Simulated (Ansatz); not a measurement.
Mulliken charges of `[NH2][Zr]([OH])([F])[Cl]` from B3LYP/def2-TZVPP in Ansatz (PBE0-D4/def2-TZVP geometry).

| atom | x (Å) | y (Å) | z (Å) | charge (e) |
| --- | --- | --- | --- | --- |
| N1 | 1.130 | 0.943 | 0.349 | -0.554 |
| Zr2 | -0.280 | -0.223 | -0.494 | 1.351 |
| O3 | -1.003 | -1.284 | 0.912 | -0.513 |
| F4 | 0.535 | -1.234 | -1.893 | -0.402 |
| Cl5 | -1.956 | 1.137 | -1.480 | -0.353 |
| H6 | 1.262 | 1.087 | 1.341 | 0.142 |
| H7 | 1.819 | 1.483 | -0.157 | 0.139 |
| H8 | -1.508 | -1.910 | 1.423 | 0.190 |

By hand: the dipole of these point charges (1 e Å = 4.8032 D).

Σ q r = (0.131, -0.073, 0.394) e Å, of length 0.422 e Å = 2.03 D.

How does the dipole of the full density compare? (An estimate is asked.)

The calculation gave: (0.198, -0.135, 0.618) e Å, 3.18 D; the point charges give 0.64 times that, at 2° from its direction.

Point charges leave out the atoms' own dipoles, such as those of lone pairs, and Mulliken's split depends on the basis, so the two needn't agree.

B3LYP here is the variant with VWN-RPA as its local correlation; programs differ in this.
